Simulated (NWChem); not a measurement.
# Si₂H₅O₂F; SMILES O[Si@H]([SiH2]O)F

```xyz
10

O      0.6137    -2.3323    -0.0947
Si    -0.6645    -1.2790     0.1404
Si     0.0567     0.8866    -0.3891
O     -1.0057     1.9726     0.2668
F      1.5276     1.0430     0.3121
H      1.4454    -2.0751     0.3159
H     -1.1675    -1.2879     1.5514
H     -1.7577    -1.7327    -0.7636
H      0.2904     1.1796    -1.8358
H     -0.9126     2.9002     0.0280
```
Atoms are numbered in this order, from 1.

All runs: NWChem. Medium grid unless said otherwise, to which SCAN and Minnesota functionals are sensitive. The geometry was optimised at PBE0/def2-SVP. Hybrids' shares of exact exchange are those that their runs print; pure functionals count as 0. The functionals differ in more than this share.

```
row                                   share of exact exchange  orbital gap (eV)
------------------------------------  -----------------------  ----------------
PBE/def2-SVP                                             0.00              5.24
LDA (Slater exchange, VWN5)/def2-SVP                     0.00              5.08
B3LYP/def2-SVP                                           0.20              7.08
M06-2X/def2-SVP                                          0.54          withheld
Hartree-Fock/def2-SVP                                    1.00             14.10
```

### Question
Fit a straight line of the last column on the one before it, predict the withheld value, and compare with the run.

### Answer

1. Means of the 4 shown rows: x = 0.300, y = 7.875. Slope Σ(x − x̄)(y − ȳ)/Σ(x − x̄)² = 6.066/0.6800 = 8.921; intercept 5.199.
2. The shown rows scatter about the line by 0.080 (root mean square); the largest residual is -0.12, at LDA (Slater exchange, VWN5)/def2-SVP.
3. At x = 0.54 (M06-2X/def2-SVP; inside the shown range) the line gives 10.02.
4. The run gives 9.53, -0.49 from the line, 6.1 times the scatter.
